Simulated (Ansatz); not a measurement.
Basis-set extrapolation for BClH$_{5}$NSi, SMILES `BN[SiH2]Cl` (PBE0-D4/def2-TZVP geometry, frozen core, the Gaussian-basis code of Ansatz). Multiplicity 1, RHF reference.

```tsv
	def2-TZVPP	def2-QZVPP
HF	-830.651152	-830.677361
MP2 correlation	-0.623897	-0.674692
CCSD(T) correlation	-0.699253	not run
```

Energies in hartree. Use E(X) = E(∞) + A·exp(−7.88·√X) for Hartree–Fock and E(X) = E(∞) + B·X^(−2.97) for correlation, with X = 3 and 4, and add CCSD(T) minus MP2 of the smaller set to the MP2 limit.

Q: What is the CCSD(T) energy at the basis-set limit?

A: HF limit: -830.677361 + (-0.026209) × 0.13774 = -830.68097. MP2 limit: -0.674692 + (-0.050795) × 0.74074 = -0.71232. Higher-order term: -0.699253 − (-0.623897) = -0.07536. Total: -831.46865 hartree, 3.22 eV below CCSD(T)/def2-TZVPP.
